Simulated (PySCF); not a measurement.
Molfile (atoms numbered from 1):
```
C5H15AlBN
     RDKit          3D

 23 23  0  0  0  0  0  0  0  0999 V2000
   -0.1674    2.3155   -0.2303 B   0  0  0  0  0  0  0  0  0  0  0  0
   -0.3676    0.7801   -0.4322 C   0  0  2  0  0  0  0  0  0  0  0  0
   -1.7626    0.2469   -0.0352 C   0  0  0  0  0  0  0  0  0  0  0  0
   -1.9113   -1.2420   -0.3708 C   0  0  0  0  0  0  0  0  0  0  0  0
   -0.0710   -2.0258   -0.3234 Al  0  0  0  0  0  4  0  0  0  0  0  0
    0.6930   -0.1345    0.1001 N   0  0  0  0  0  0  0  0  0  0  0  0
    1.9828    0.0857   -0.5592 C   0  0  0  0  0  0  0  0  0  0  0  0
    0.8403    0.0021    1.5538 C   0  0  0  0  0  0  0  0  0  0  0  0
   -1.0240    3.0529   -0.6555 H   0  0  0  0  0  0  0  0  0  0  0  0
    0.8092    2.8057    0.2870 H   0  0  0  0  0  0  0  0  0  0  0  0
   -0.3164    0.6775   -1.5404 H   0  0  0  0  0  0  0  0  0  0  0  0
   -2.5120    0.8846   -0.5338 H   0  0  0  0  0  0  0  0  0  0  0  0
   -1.9157    0.4154    1.0447 H   0  0  0  0  0  0  0  0  0  0  0  0
   -2.3093   -1.3508   -1.3951 H   0  0  0  0  0  0  0  0  0  0  0  0
   -2.6434   -1.7207    0.2983 H   0  0  0  0  0  0  0  0  0  0  0  0
    0.6004   -2.3371   -1.7547 H   0  0  0  0  0  0  0  0  0  0  0  0
    0.4203   -2.9168    0.9228 H   0  0  0  0  0  0  0  0  0  0  0  0
    2.3779    1.0933   -0.3445 H   0  0  0  0  0  0  0  0  0  0  0  0
    2.7069   -0.6610   -0.2041 H   0  0  0  0  0  0  0  0  0  0  0  0
    1.8678   -0.0415   -1.6439 H   0  0  0  0  0  0  0  0  0  0  0  0
    1.1451    1.0268    1.8272 H   0  0  0  0  0  0  0  0  0  0  0  0
   -0.1063   -0.2395    2.0545 H   0  0  0  0  0  0  0  0  0  0  0  0
    1.5965   -0.7092    1.9109 H   0  0  0  0  0  0  0  0  0  0  0  0
  1  2  1  0
  2  3  1  0
  3  4  1  0
  4  5  1  0
  5  6  1  0
  6  7  1  0
  6  8  1  0
  6  2  1  0
  1  9  1  0
  1 10  1  0
  2 11  1  6
  3 12  1  0
  3 13  1  0
  4 14  1  0
  4 15  1  0
  5 16  1  0
  5 17  1  0
  7 18  1  0
  7 19  1  0
  7 20  1  0
  8 21  1  0
  8 22  1  0
  8 23  1  0
M  CHG  2   5  -1   6   1
M  END
```

Geometry: PBE0-D3(BJ)/def2-SVP; GIAO shifts from PySCF, gas phase, non-relativistic, averaged over equivalent atoms.

At PBE0/pcSseg-1 (218 basis functions, 36 s wall time (32 s CPU) on 1 thread of an AMD EPYC 9R45, shared host):
```csv
atoms,δ (ppm)
B1,88.1
C2,79.6
C7,47.4
C8,41.8
C3,27.5
C4,2.0
Al5,103.4
N6,46.2
H9/H10,7.89
H17,4.20
H16,4.14
H11,2.65
H18/H19/H20,2.56
H12,2.50
H21/H22/H23,2.37
H13,1.70
H14,0.43
H15,0.21
```

Scale: ¹¹B (σref 100.73) against BF3·OEt2; TMS for ¹³C (σref 184.41), ¹H (σref 31.27); AlH4- for ²⁷Al (σref 489.28); NH3 for ¹⁵N (σref 265.67) (reference shieldings calculated alike).

Q: What do these become at HF/pcSseg-1?

A: 
| atoms | δ at HF/pcSseg-1 | change |
| --- | --- | --- |
| B1 | 80.6 | -7.5 |
| C2 | 66.4 | -13.2 |
| C7 | 42.9 | -4.5 |
| C8 | 37.5 | -4.3 |
| C3 | 22.6 | -4.9 |
| C4 | -0.2 | -2.2 |
| Al5 | 82.3 | -21.1 |
| N6 | 20.9 | -25.3 |
| H9/H10 | 7.06 | -0.83 |
| H17 | 3.76 | -0.44 |
| H16 | 3.67 | -0.47 |
| H11 | 1.92 | -0.73 |
| H18/H19/H20 | 2.41 | -0.15 |
| H12 | 2.12 | -0.38 |
| H21/H22/H23 | 2.24 | -0.13 |
| H13 | 1.24 | -0.46 |
| H14 | 0.12 | -0.31 |
| H15 | -0.04 | -0.25 |

δ = σ(ref) − σ, references computed at the same level: ¹¹B (σ = 115.29 ppm) vs BF3·OEt2; TMS for ¹³C (σ = 190.85 ppm) and ¹H (σ = 31.69 ppm); AlH4- for ²⁷Al (σ = 516.24 ppm); NH3 for ¹⁵N (σ = 265.72 ppm).

The largest change is at N6 (donor nitrogen of a Lewis adduct). Cost: 218 basis functions, 13 s wall time (12 s CPU) on 1 thread of an AMD EPYC 9R45, shared host. The order of the carbon signals is the same at both levels.

A carbon bonded to boron is broadened by the quadrupolar boron nucleus and is often missing from a measured spectrum. Experimental scales use liquid or dissolved standards, which lie at an offset from isolated NH3 (liquid NH3: subtract about 20 ppm).
